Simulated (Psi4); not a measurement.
CH5GaN (SMILES [CH3][Ga][NH2]), doublet, geometry from GFN2-xTB (such geometries of metal compounds can be far from the true shape) (the spin is typed, not shown lowest).

Input for Psi4:
```
memory 2 GB

molecule mol {
0 2
  Ga    0.228562    0.181077    0.336952
  C    -0.653182    1.146628   -1.397479
  H    -1.719826    0.928237   -1.398145
  H    -0.188575    0.715344   -2.281931
  H    -0.492708    2.222605   -1.376019
  N    -0.033236   -1.703824    0.280737
  H    -0.967873   -2.073789    0.131070
  H     0.435315   -2.358791    0.899219
}

set basis def2-svp
set reference uhf

energy('scf')
print_variables()
```

**Question.** Predict the total energy from Psi4 1.11 with HF/def2-SVP.

**Answer.** -2018.1380 Eh

**Question.** Give the nuclear repulsion energy at the level HF/def2-SVP.

**Answer.** 165.5626 Eh

**Question.** What number of basis functions does HF/def2-SVP give?

**Answer.** 85

These values belong to the state on which the SCF converged, which isn't shown to be the lowest.
